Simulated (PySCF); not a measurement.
A series of related molecules.

All values: PBE0/def2-SVPD (PySCF) at GFN2-xTB geometries, gas phase, one conformer each. Core orbitals are frozen in the response; Δα² is half the sum of the squared differences of the principal polarisabilities.

(1) Rank by HOMO–LUMO gap, lowest first.
A. `C=NC[SiH2][Si@H](O)C#N`
B. `C=NC[SiH2][SiH](O)O`
C. `C=NC[SiH2][Si@@H](O)C=O`

(2) Rank by dipole moment, highest first.
A. `[CH2:1]=[N:2][CH2:3][SiH2:4][Si@H:5]([OH:6])[C:7]#[N:8]` with C1–N2–C3–Si4 -113°, N2–C3–Si4–Si5 -45°, C3–Si4–Si5–O6 18°, Si4–Si5–O6–H 1°
B. `[CH2:1]=[N:2][CH2:3][SiH2:4][SiH2:5][OH:6]` with C1–N2–C3–Si4 -111°, N2–C3–Si4–Si5 -49°, C3–Si4–Si5–O6 21°, Si4–Si5–O6–H 0°
C. `[CH2:1]=[N:2][CH2:3][SiH2:4][Si@@H:5]([OH:6])[CH:7]=[O:8]` with C1–N2–C3–Si4 112°, N2–C3–Si4–Si5 45°, C3–Si4–Si5–O6 175°, Si4–Si5–O6–H 138°, Si4–Si5–C7–O8 -112°
D. `[CH2:1]=[N:2][CH2:3][SiH2:4][SiH:5]([OH:6])[OH:7]` with C1–N2–C3–Si4 -111°, N2–C3–Si4–Si5 -49°, C3–Si4–Si5–O6 162°, Si4–Si5–O6–H -156°, Si4–Si5–O7–H -36°

Answers

(1) C (5.35 eV), B (6.68 eV), A (6.82 eV).

(2) A (6.53 D), B (3.16 D), C (2.83 D), D (2.18 D).

All values together:

| SMILES | change | formula | μ (D) | HOMO (eV) | LUMO (eV) | α (Å³) | Δα (Å³) | electrons | α per electron (Å³) |
| --- | --- | --- | --- | --- | --- | --- | --- | --- | --- |
| C=NC[SiH2][SiH2]O | parent | C2H9NOSi2 | 3.16 | -7.65 | -0.95 | 13.79 | 4.34 | 64 | 0.215 |
| C=NC[SiH2][Si@@H](O)C=O | H on Si replaced by CHO | C3H9NO2Si2 | 2.83 | -6.96 | -1.61 | 15.90 | 4.48 | 78 | 0.204 |
| C=NC[SiH2][Si@H](O)C#N | H on Si replaced by CN | C3H8N2OSi2 | 6.53 | -8.13 | -1.31 | 15.61 | 6.33 | 76 | 0.205 |
| C=NC[SiH2][SiH](O)O | H on Si replaced by OH | C2H9NO2Si2 | 2.18 | -7.51 | -0.83 | 14.04 | 4.13 | 72 | 0.195 |

Conformers: `[CH2:1]=[N:2][CH2:3][SiH2:4][SiH2:5][OH:6]` with C1–N2–C3–Si4 -111°, N2–C3–Si4–Si5 -49°, C3–Si4–Si5–O6 21°, Si4–Si5–O6–H 0°; `[CH2:1]=[N:2][CH2:3][SiH2:4][Si@@H:5]([OH:6])[CH:7]=[O:8]` with C1–N2–C3–Si4 112°, N2–C3–Si4–Si5 45°, C3–Si4–Si5–O6 175°, Si4–Si5–O6–H 138°, Si4–Si5–C7–O8 -112°; `[CH2:1]=[N:2][CH2:3][SiH2:4][Si@H:5]([OH:6])[C:7]#[N:8]` with C1–N2–C3–Si4 -113°, N2–C3–Si4–Si5 -45°, C3–Si4–Si5–O6 18°, Si4–Si5–O6–H 1°; `[CH2:1]=[N:2][CH2:3][SiH2:4][SiH:5]([OH:6])[OH:7]` with C1–N2–C3–Si4 -111°, N2–C3–Si4–Si5 -49°, C3–Si4–Si5–O6 162°, Si4–Si5–O6–H -156°, Si4–Si5–O7–H -36°.

Q: Give the shifts from the parent, `C=NC[SiH2][SiH2]O`.

A: 
```tsv
SMILES	change in μ (D)	change in HOMO (eV)	change in LUMO (eV)	change in mean α (Å³)
C=NC[SiH2][Si@@H](O)C=O	-0.33	+0.69	-0.66	+2.11
C=NC[SiH2][Si@H](O)C#N	+3.37	-0.48	-0.36	+1.82
C=NC[SiH2][SiH](O)O	-0.98	+0.14	+0.12	+0.25
```
